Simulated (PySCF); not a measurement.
Input file for PySCF: R-MP2/6-31G* on BH6P (a complex).

```python
from pyscf import gto, scf, dft, mp
from pyscf.data.elements import chemcore

mol = gto.M(
    atom='''
    B    -0.03034645   -0.07736415    0.67210629
    H     1.09672666   -0.42107271    0.41765973
    H    -0.84163681   -0.96881032    0.65523669
    H    -0.38372522    0.93204156    0.11588585
    P     0.05438151    0.42994141    2.53200979
    H    -1.12564065    0.88774604    3.14510954
    H     0.44533567   -0.54726873    3.46481806
    H     0.93043269    1.46935376    2.89266546
    ''',
    basis='6-31g*',
    cart=True,
    charge=0, spin=0, verbose=3, max_memory=1800)
mf = scf.RHF(mol)
mf.conv_tol = 1e-8
mf.max_cycle = 100
mf.kernel()
if not mf.converged:
    mf = mf.newton().run(mf.mo_coeff, mf.mo_occ)
pt = mp.MP2(mf, frozen=chemcore(mol)).run()
```

**Question.** Give the final energy of this run.

**Answer.** -369.0526 hartree.
